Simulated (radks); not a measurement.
Species: Ne3+. Configuration: [He] 2s2 2p3. Method: scalar-relativistic Kohn-Sham, PBEsol, spin-polarised, spherical densities, finite nucleus; open shells are filled with parallel spins first; Fermi nuclear charge, rms radius 3.0055 fm; computed with a radial shooting solver on a logarithmic mesh with Libxc functionals.

Unscreened Slater integrals over Kohn-Sham orbitals (cm^-1). They are taken over the spin-up orbitals.

integral,value
"F0(2p,2p)",270260
"F2(2p,2p)",125460
"F0(2p,2s)",259060
"G1(2p,2s)",155660
"F0(2p,1s)",377770
"G1(2p,1s)",50607
"F0(2s,2s)",251740
"F0(2s,1s)",354890
"G0(2s,1s)",29211
"F0(1s,1s)",1306000

Derived for the open shells (J is the average intra-shell exchange parameter used in DFT+U). 2p: J = F2/5 = 25090 cm^-1.
